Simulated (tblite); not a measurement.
C3H9BrF2Si2.
SMILES with atom numbers: `[CH3:1][Si@@H:2]([F:3])[C@H:4]([Br:5])[SiH2:6][CH2:7][F:8]` (hydrogens: H9, H10, H11 on C1; H12 on Si2; H13 on C4; H14, H15 on Si6; H16, H17 on C7)

Computed with GFN2-xTB (tblite), gas phase: L-BFGS steps from a force-field or distance-geometry start until the largest atomic force falls under 0.01 eV/Å.

Step 10: E = -763.6456 eV
```
atom  x, y, z in Å  |  force x, y, z in eV/Å
C1     -2.4809   -0.0646    0.4961   -0.069   0.007   0.071
Si2    -1.2272   -0.8163   -0.6978   -0.093   0.100  -0.007
F3     -0.8962    0.3182   -1.8035   -0.021   0.007  -0.097
C4      0.4532   -1.1428    0.1363   -0.008  -0.023   0.013
Br5     0.1269   -2.3361    1.6700   -0.035  -0.032   0.101
Si6     1.3718    0.3922    0.7922    0.004   0.038   0.024
C7      1.9991    1.3757   -0.7225    0.040   0.006  -0.047
F8      2.7274    0.5337   -1.5409    0.057  -0.042   0.000
H9     -2.1221    0.8380    0.9823    0.116   0.022  -0.040
H10    -3.3948    0.2032   -0.0240   -0.027  -0.033  -0.068
H11    -2.7476   -0.7625    1.2807   -0.023  -0.081   0.050
H12    -1.7107   -1.9745   -1.4295    0.026  -0.039  -0.023
H13     1.0958   -1.7329   -0.5133    0.042   0.031  -0.073
H14     0.4135    1.2263    1.5231    0.050   0.035   0.064
H15     2.5010   -0.0221    1.6269   -0.010  -0.015  -0.026
H16     2.6727    2.1837   -0.4364    0.038   0.033   0.028
H17     1.2112    1.7927   -1.3495   -0.088  -0.013   0.030
```

Step 11: E = -763.6484 eV
```
atom  x, y, z in Å  |  force x, y, z in eV/Å
C1     -2.4844   -0.0659    0.4973   -0.046   0.005   0.055
Si2    -1.2325   -0.8177   -0.6980   -0.011   0.083   0.000
F3     -0.8998    0.3124   -1.8078   -0.024   0.019  -0.088
C4      0.4514   -1.1404    0.1394   -0.014   0.003  -0.048
Br5     0.1242   -2.3352    1.6699   -0.029  -0.040   0.110
Si6     1.3756    0.3943    0.7945   -0.027  -0.004  -0.062
C7      2.0026    1.3768   -0.7226    0.019   0.008  -0.031
F8      2.7299    0.5317   -1.5401    0.033   0.001   0.014
H9     -2.1177    0.8362    0.9785    0.094   0.022  -0.025
H10    -3.3980    0.2037   -0.0219   -0.031  -0.029  -0.061
H11    -2.7502   -0.7627    1.2834   -0.022  -0.069   0.048
H12    -1.7087   -1.9744   -1.4363    0.018  -0.047  -0.012
H13     1.0970   -1.7272   -0.5127    0.007   0.038  -0.046
H14     0.4197    1.2250    1.5248    0.006   0.082   0.098
H15     2.5007   -0.0235    1.6263    0.047  -0.032   0.012
H16     2.6752    2.1884   -0.4392    0.017  -0.007   0.007
H17     1.2079    1.7906   -1.3454   -0.037  -0.030   0.030
```

Step 12: E = -763.6508 eV
```
atom  x, y, z in Å  |  force x, y, z in eV/Å
C1     -2.4882   -0.0668    0.4995   -0.013  -0.004   0.021
Si2    -1.2373   -0.8173   -0.6983    0.047   0.039  -0.007
F3     -0.9030    0.3084   -1.8132   -0.030   0.019  -0.066
C4      0.4498   -1.1386    0.1410   -0.023   0.021  -0.074
Br5     0.1214   -2.3353    1.6720   -0.016  -0.023   0.080
Si6     1.3782    0.3961    0.7955   -0.045  -0.032  -0.093
C7      2.0058    1.3778   -0.7233   -0.003   0.003  -0.002
F8      2.7326    0.5300   -1.5392    0.010   0.037   0.022
H9     -2.1123    0.8353    0.9750    0.052   0.005  -0.013
H10    -3.4011    0.2034   -0.0215   -0.022  -0.024  -0.031
H11    -2.7526   -0.7644    1.2865   -0.017  -0.033   0.030
H12    -1.7067   -1.9752   -1.4417    0.019  -0.029   0.009
H13     1.0982   -1.7220   -0.5134   -0.028   0.038  -0.015
H14     0.4248    1.2256    1.5281   -0.008   0.099   0.106
H15     2.5013   -0.0253    1.6259    0.069  -0.038   0.026
H16     2.6776    2.1919   -0.4412   -0.005  -0.038  -0.014
H17     1.2045    1.7884   -1.3416    0.013  -0.041   0.022
```

Task: Estimate the geometry and energy of step 13. (The exact step hangs on the optimiser's Hessian estimate; all steps are aligned on step 12, rigid shifts and turns removed.)

Result: E = -763.6524 eV, largest force 0.120 eV/Å
```
atom  x, y, z in Å  |  force x, y, z in eV/Å
C1     -2.4912   -0.0675    0.5016    0.016  -0.015  -0.014
Si2    -1.2403   -0.8162   -0.6989    0.058   0.000  -0.020
F3     -0.9059    0.3059   -1.8184   -0.035   0.012  -0.041
C4      0.4481   -1.1371    0.1409   -0.030   0.025  -0.056
Br5     0.1191   -2.3358    1.6750   -0.002   0.007   0.030
Si6     1.3793    0.3969    0.7951   -0.043  -0.034  -0.051
C7      2.0080    1.3786   -0.7238   -0.018  -0.008   0.024
F8      2.7349    0.5294   -1.5383   -0.001   0.051   0.017
H9     -2.1073    0.8347    0.9722    0.009  -0.016  -0.005
H10    -3.4036    0.2027   -0.0219   -0.004  -0.019   0.003
H11    -2.7546   -0.7662    1.2892   -0.008   0.006   0.006
H12    -1.7048   -1.9762   -1.4452    0.023  -0.004   0.028
H13     1.0987   -1.7177   -0.5144   -0.046   0.025   0.001
H14     0.4285    1.2279    1.5325    0.008   0.083   0.086
H15     2.5028   -0.0273    1.6259    0.050  -0.030   0.009
H16     2.6793    2.1939   -0.4428   -0.017  -0.046  -0.022
H17     1.2021    1.7861   -1.3386    0.039  -0.038   0.006
```

The energy changes by -0.0016 eV. The first-order estimate −F·Δx gives -0.0024 eV and the mean of the old and new forces, exact on a quadratic surface, -0.0016 eV. The step makes an angle of 59° with the force vector and moves no atom by more than 0.006 Å.

The cost below is that of the whole relaxation. Hardware: one thread of an Arm Neoverse N1, on a shared host. Cost: 0.98 s wall.
